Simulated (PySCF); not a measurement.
## H₃ClGaSi, SMILES `[SiH3][Ga][Cl]` (charge 0, multiplicity 2)

These are PBE-D3(BJ)/def2-TZVP // B3LYP-D3(BJ)/def2-TZVP (PySCF) values and carry that method's errors.

| Item | Value |
|---|---|
| highest occupied spin orbital | -4.99 eV |
| dipole moment | 2.24 D |
| total energy | -2675.7665 Ha |
| cost | around 110 core-seconds (rough) |

```xyz
6

Si    -0.8331    -0.0156    -0.1488
Ga     1.4353    -0.9254    -0.7922
Cl     3.0285     0.4633    -0.1440
H     -0.8768     0.1503     1.3241
H     -1.8907    -0.9594    -0.5784
H     -1.0257     1.2926    -0.8198
```
Charge 0, spin multiplicity 2.
